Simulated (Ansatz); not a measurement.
## Molecular dynamics of BF$_{3}$H$_{2}$O

The input (input.yaml):

```yaml
crystal:
  periodic: [false, false, false]
  atoms:
    - { symbol: B, position_ang: [-0.143511, -0.5605, 0.086744] }
    - { symbol: F, position_ang: [-1.022414, 0.406478, -0.977914] }
    - { symbol: F, position_ang: [0.173379, -1.689862, -0.558286] }
    - { symbol: F, position_ang: [-0.819761, -0.628886, 1.251418] }
    - { symbol: H, position_ang: [-0.051583, 0.946864, -0.720194] }
    - { symbol: O, position_ang: [0.909555, 0.523626, 0.032842] }
    - { symbol: H, position_ang: [0.954234, 1.002279, 0.88549] }
magnetization:
  spin_polarized: true
basis:
  gaussian: { orbitals: def2-SVP }
hamiltonian:
  xc: blyp
  dispersion: d4
md:
  timestep: 0.5
  n_steps: 200
  ensemble: nve
  temperature: 300.0
  initial_velocities: maxwell_boltzmann
  seed: 7638
```

Run as:

```bash
$ ansatz run input.yaml --threads 2 --pin off --max-ram 3072MiB --backend cpu --events-out ev --progress --plain --runs-dir out
```

It starts at the highest image of a converged band, a first-order saddle point between two minima.

Output, in part (step lines, the closing report, with atoms numbered from 0):

```
md step     0: t =     0.00 fs  T =   300.0 K  F+E_penalty+E_count = -10901.19496994 eV  E_kin = 0.193890 eV  conserved = -10901.00107994 eV  (27 SCF iters)
[... lines left out ...]
Total energy: -10901.43542527 eV, -400.6203626205 hartree
Atom 0 at    -0.813109    -0.673891    -0.249093 Å, force     2.608576    -1.674897     2.527995 eV/Å
Atom 1 at    -1.711895    -0.247327    -1.051512 Å, force    -1.622967     1.209596    -0.878612 eV/Å
Atom 2 at     0.071284    -1.571801    -0.700010 Å, force    -0.194300     0.277214    -0.038025 eV/Å
Atom 3 at    -0.711744    -0.391505     1.088912 Å, force    -0.645213     0.238984    -1.558047 eV/Å
Atom 4 at     2.289585     1.603073    -0.012529 Å, force    -0.355314    -1.030314     0.890516 eV/Å
Atom 5 at     2.005344     0.891606     0.649493 Å, force     0.570542     0.852709    -1.274142 eV/Å
Atom 6 at     1.285045     1.344961     1.113062 Å, force    -0.361324     0.126709     0.330315 eV/Å
Dipole moment:    -0.149321     0.463439    -0.108927 e Å
```

The steps, from the saved trajectory:

```csv
time (fs),T (K),potential energy less start (eV),conserved less start (meV/atom)
0.0,300,0.000,0.00
3.0,257,0.028,0.06
6.0,240,0.039,0.07
9.0,380,-0.052,0.06
12.0,679,-0.246,-0.14
15.0,867,-0.367,-0.06
18.0,956,-0.424,0.03
21.0,1204,-0.586,-0.22
24.0,1050,-0.484,0.16
27.0,986,-0.443,0.01
30.0,1186,-0.573,-0.13
33.0,1260,-0.619,0.14
36.0,1291,-0.641,-0.09
39.0,1225,-0.598,-0.06
42.0,1190,-0.574,0.15
45.0,1305,-0.650,-0.15
48.0,1137,-0.541,-0.05
51.0,923,-0.402,0.13
54.0,1028,-0.472,-0.15
57.0,1044,-0.481,-0.03
60.0,972,-0.434,0.02
63.0,929,-0.408,-0.17
66.0,865,-0.365,0.06
69.0,1002,-0.454,-0.07
72.0,985,-0.444,-0.22
75.0,764,-0.299,0.11
78.0,918,-0.400,-0.14
81.0,942,-0.417,-0.23
84.0,660,-0.232,0.11
87.0,634,-0.217,-0.14
90.0,642,-0.222,-0.15
93.0,627,-0.211,0.09
96.0,745,-0.289,-0.24
99.0,602,-0.195,-0.08
```

The run went to its last step. The conserved energy stayed within 0.4 meV per atom of its start (net change -0.27 meV per atom), so the integration is sound. The system heated up, since it started high on the potential surface and ran downhill. A run of 0.1 ps of so small a system gives no equilibrium averages. The orbitals stay closed-shell, which can raise the energy where a bond breaks towards radicals; this wasn't checked here.

The step under study would form B1–O6, F2–H5 and break B1–F2, H5–O6. These pairs go: B1–O6 1.51 → 3.35 Å, F2–H5 1.14 → 4.53 Å, B1–F2 1.69 → 1.28 Å, H5–O6 1.29 → 1.01 Å. In the last frame they stand as before the step (other bonds may differ from the relaxed reactants and products). It ends as BF3 + H2O. Pairs count as bonded within 1.25 times the sum of covalent radii (0.12 Å more for H–H).

Last frame:

```xyz
7
Properties=species:S:1:pos:R:3
B -0.813 -0.674 -0.249
F -1.712 -0.247 -1.052
F 0.071 -1.572 -0.700
F -0.712 -0.392 1.089
H 2.290 1.603 -0.013
O 2.005 0.892 0.649
H 1.285 1.345 1.113
```

Time of the run: 2.4 min on 2 threads of Intel(R) Xeon(R) 6975P-C (Granite Rapids) (shared host), peak memory 0.18 GiB.
